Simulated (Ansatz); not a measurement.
Consider the atomization: `N[Si](O)(Cl)Br` → Br• + Cl• + 3 H• + N• + O• + Si•.

Computed with Ansatz on PBE0-D4/def2-TZVP structures; ΔE is electronic, products minus reactants. CCSD(T)/CBS is the MP2 limit (def2-TZVPP, def2-QZVPP) plus CCSD(T) − MP2 in def2-TZVPP, frozen cores. This one scheme is used for every species, atoms too. Functionals use def2-TZVPP. No spin–orbit coupling; open shells (•) take unrestricted orbitals. Spin–orbit coupling would lower the free atoms: a little for Cl, O, Si; clearly for Br. Bonds to Br are less sure, by a few kJ/mol each and by 10 to 20 or more in all where they break to atoms, as the def2 sets lack core-valence functions. Scalar relativity is left out up to krypton. One conformer a species, not always the lowest.

Problem. What is ΔE at CCSD(T)/CBS? (Estimate.)

Solution. The calculation gave: +2883.8 kJ/mol.

Problem. What do these levels give: LDA (SPW92), revPBE-D4, BLYP-D4, revPBE, CAM-B3LYP, SCS-MP2/def2-TZVPP? (Estimate.)

Solution. The calculation gave: LDA (SPW92) 3302.7, revPBE-D4 2828.3, BLYP-D4 2843.4, revPBE 2760.9, CAM-B3LYP 2835.7, SCS-MP2/def2-TZVPP 2825.8 kJ/mol.

Largest T1 diagnostic among the species: 0.012.

At CCSD(T), def2-SVP lies −302.9 kJ/mol from the extrapolated value and def2-TZVPP −115.3 kJ/mol: correlation converges slowly with the basis, and small sets miss more of it in the bonded molecule than in its fragments. From r2SCAN to r2SCAN0 (25 % exact exchange), in def2-TZVPP and without D4, ΔE moves by −60.4 kJ/mol: exact exchange takes away binding that semilocal exchange gives to molecules. The D4 term adds +41.2 kJ/mol with B3LYP and +21.4 kJ/mol with PBE0; it sums over pairs of atoms, weighted by their polarisabilities, and B3LYP, whose exchange is more repulsive, gets the larger term.

B3LYP here is the variant with VWN-RPA as its local correlation; programs differ in this.

For atomizations the MP2-based limit and the directly extrapolated one differ by several kJ/mol either way, and by 10 to 25 for some Ge, Se and Sn compounds, so smaller differences from it don't rank the levels.
